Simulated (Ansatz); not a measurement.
The molecule CrF, multiplicity 6 (the spin of the measured ground state). No spin–orbit coupling. Cr is treated without relativity. The T1 diagnostic near the minimum is 0.073, so single-reference values are doubtful.

D_e counts from the fitted minimum to each atom's lowest state at the same level, without counterpoise.

Correlated levels freeze the inner cores; with def2 sets outer-core shells near the valence are correlated too.

Codes used: Ansatz (a program for electronic structure). 

Problem. What bond energy D_e does B3LYP/def2-TZVPP give?

Solution. 113.6 kcal/mol

Problem. What is the computed bond energy D_e (CCSD(T)/def2-TZVPP)?

Solution. 108.4 kcal/mol

Problem. Give the bond energy D_e at the level CCSD(T)/def2-QZVPP.

Solution. 113.1 kcal/mol

Doubts at one or more of the structures used: T1 above 0.05 (CCSD(T)/def2-TZVPP, CCSD(T)/def2-QZVPP).
